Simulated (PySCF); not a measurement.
**Dipole response of Mo- (molybdenum, charge -1)**

[Kr] 4d5 5s2, high-spin 6S determinant. All numbers are calculated (PySCF 2.14, scalar relativity by spin-free X2C-1e, in x2c-TZVPPall with one added diffuse shell each of s, p, d, f type (9s7p7d3f1g, 95 functions)). Coupled (time-dependent) response in atomic units; α is the mean over directions.

```
 method  mean α (bohr³)  C₆ (like pair)     S(−4)
LC-wPBE            3350           92110  33500000
```

S(−4) is the Cauchy moment in α(ω) = α(0) + S(−4) ω² + …

α(iu) at LC-wPBE:

```tsv
u (hartree)	α(iu) (bohr³)
0	3350
0.0500	270.6
0.100	129.5
0.200	55.73
0.300	32.84
0.500	16.80
0.750	9.820
1.00	6.671
1.50	3.785
2.00	2.465
3.00	1.286
5.00	0.5317
```

A single London oscillator, α(iu) = α/(1 + u²/ω²), gives C₆ = (3/4) ω α². Matching the computed C₆ needs ω = 4 × 92110 / (3 × 3350²) = 0.0109 hartree.

For an ion, C₆ is the dispersion term alone; charge-induced terms of lower order in 1/R come first.

⟨S²⟩ = 8.91 against 8.75 shows spin contamination.
